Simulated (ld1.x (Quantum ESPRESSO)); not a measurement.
copper, PAW: configuration errors across variants

```json
{
 "Element": "Cu",
 "Generator": "ld1.x (Quantum ESPRESSO) 7.5",
 "Type": "PAW",
 "Functional": "LDA (PZ)",
 "Relativity": "scalar-relativistic",
 "Frozen core": "[Ar]",
 "Valence charge": "11",
 "Reference configuration": "3d10 4s1 4p0",
 "Partial waves": "4s (bound): rcut 1.95, rcutus 2.25 bohr; 4s channel at 0.05 Ry: rcut 1.95, rcutus 2.25 bohr; 4p (bound, empty): rcut 3.20, rcutus 4.10 bohr; 4p channel at 2.3 Ry: rcut 3.20, rcutus 4.10 bohr; 3d (bound): rcut 1.25, rcutus 1.40 bohr; 3d channel at 2.9 Ry: rcut 1.25, rcutus 1.40 bohr",
 "Local potential": "all-electron potential smoothed inside 1.80 bohr (lloc = -1)",
 "Core correction": "a·sin(br)/r model core, default radius (core density twice the valence density)",
 "Augmentation charge": "PSQ, inside the norm-conserving radii"
}
```

All-electron excitation energies from the reference (eV): (1) 3d10 4s0 4p0 8.434; (2) 3d9 4s0 4p0 30.121; (3) 3d8 4s0 4p0 69.485; (4) 3d7 4s0 4p0 129.516; (5) 3d10 4s0 4p1 4.257; (6) 3d9 4s2 4p0 2.003; (7) 3d9 4s1 4p1 6.934; (8) 3d10 4s1 4p0 spin -0.184; (9) 3d9 4s0 4p0 spin 29.879.

Spin tests fill each open shell by Hund’s rule, majority spin first.

The default core radius of the base comes out at 0.36 bohr.

Tests that are not counted but printed errors over 1 eV. “waves 3d (bound): rcut 1.25, rcutus 2.14 bohr; 3d channel at 2.9 Ry: rcut 1.25, rcutus 2.14 bohr”: 3d7 4s0 4p0 (solver errors, printed error -767 eV). “local potential all-electron potential smoothed inside 2.40 bohr (lloc = -1)”: 3d7 4s0 4p0 (pseudo-atom not self-consistent, printed error -8.0 eV).

1 further variants failed, have other tests or another functional or relativity, and are left out.

A true bound ghost makes a file unfit for plane-wave use even where its test errors are small: the radial tests pick states by their node count and pass the ghost by.

Errors AE − PS in meV (a dash: test not solved or not reliable):

| change | (1) | (2) | (3) | (4) | (5) | (6) | (7) | (8) | (9) | bound ghosts |
| --- | --- | --- | --- | --- | --- | --- | --- | --- | --- | --- |
| base | -5.5 | -53 | -462 | -1717 | -1.1 | -54 | -50 | -0.2 | -53 | none |
| waves 3d (bound): rcut 1.25, rcutus 2.14 bohr; 3d channel at 2.9 Ry: rcut 1.25, rcutus 2.14 bohr | -8.9 | -44 | -468 | – | -2.2 | -55 | -48 | -0.2 | -44 | none |
| type RRKJ; waves now 4s (bound): rc 2.25 bohr; 4p (bound): rc 4.10 bohr; 3d (bound): rc 1.40 bohr; local potential all-electron potential smoothed inside 1.30 bohr (lloc = -1); rho0 0.005 | -7.8 | -62 | -438 | -1296 | -0.3 | -108 | -83 | -0.1 | -53 | s |
| local potential all-electron potential smoothed inside 2.40 bohr (lloc = -1) | -6.0 | -54 | -461 | – | -1.4 | -55 | -50 | -0.3 | -54 | none |
| wave 3d channel at 2.9 Ry: rcut 1.25, rcutus 1.40 bohr becomes 3d channel at 0.75 Ry: rcut 1.25, rcutus 1.40 bohr | -5.6 | -53 | -474 | -1777 | -1.0 | -57 | -54 | -0.2 | -53 | none |
| core correction a·sin(br)/r model core inside 0.80 bohr | -5.5 | -53 | -462 | -1717 | -1.1 | -54 | -50 | -0.3 | -53 | none |
| waves 4s (bound): rcut 1.95, rcutus 2.58 bohr; 4s channel at 0.05 Ry: rcut 1.95, rcutus 2.58 bohr | -5.3 | -53 | -462 | -1718 | -1.0 | -42 | -44 | -0.2 | -53 | none |
| local potential all-electron potential smoothed inside 1.54 bohr (lloc = -1) | -5.4 | -53 | -463 | -1720 | -1.1 | -51 | -49 | -0.2 | -53 | none |

Task: Give the same row for: all radii but the core radius scaled by about 0.95 (s 2.14, p 3.90, d 1.34 bohr, rcut 1.86/3.06/1.20); local potential all-electron potential smoothed inside 1.72 bohr (lloc = -1).

Result: -5.3, -53, -461, -1713, -1.5, -56, -52, -0.3, -53; bound ghosts: none.
